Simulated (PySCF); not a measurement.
# AlSn⁺: from constants to spectrum

UHF-CCSD(T) constants of AlSn⁺, ³Π (triplet), unpaired electrons σ ↑, π ↑ (Al x2c-SVPall, Sn x2c-SVPall; spin-free X2C with a Gaussian nucleus (PySCF 2.14); masses 26.9815 and 119.9022 u):

- ωe: 145.3 cm⁻¹
- ωexe: 1.04 cm⁻¹
- Be: 0.080997 cm⁻¹
- αe: 0.000766 cm⁻¹
- D (centrifugal): 1.01e-07 cm⁻¹
- De to Al⁺ + Sn: 0.90 eV

Task: Give the vibrational terms G(v) and spacings up to v = 6.

Result: G(v) = ωe(v+½) − ωexe(v+½)².

```json
{"v": "0", "G(v) (cm⁻¹)": "72.4", "G(v) − G(v−1)": "", "Bv (cm⁻¹)": "0.08061"}
{"v": "1", "G(v) (cm⁻¹)": "215.6", "G(v) − G(v−1)": "143.2", "Bv (cm⁻¹)": "0.07985"}
{"v": "2", "G(v) (cm⁻¹)": "356.8", "G(v) − G(v−1)": "141.1", "Bv (cm⁻¹)": "0.07908"}
{"v": "3", "G(v) (cm⁻¹)": "495.8", "G(v) − G(v−1)": "139.1", "Bv (cm⁻¹)": "0.07832"}
{"v": "4", "G(v) (cm⁻¹)": "632.8", "G(v) − G(v−1)": "137.0", "Bv (cm⁻¹)": "0.07755"}
{"v": "5", "G(v) (cm⁻¹)": "767.7", "G(v) − G(v−1)": "134.9", "Bv (cm⁻¹)": "0.07678"}
{"v": "6", "G(v) (cm⁻¹)": "900.5", "G(v) − G(v−1)": "132.8", "Bv (cm⁻¹)": "0.07602"}
```

Task: How well does the Morse estimate ωe²/(4ωexe) reproduce De, and what is D0?

Result: It gives 0.63 eV, 70 % of the computed De. D0 = De − G(0) = 0.90 − 0.01 = 0.89 eV.

Correlated steps freeze 23 core orbitals. Correlated levels converge slowly with the basis: in double zeta they bind strong bonds too weakly, by up to about 1 eV, and carry superposition errors of some tenths. Spin–orbit coupling is left out, which matters for elements this heavy, above all for dissociation energies. For an ion De counts to the pair picked by the measured ionisation energies or electron affinities, which need not be the lowest pair at this level. The state was picked by a PBE0 search and need not be the measured ground state.
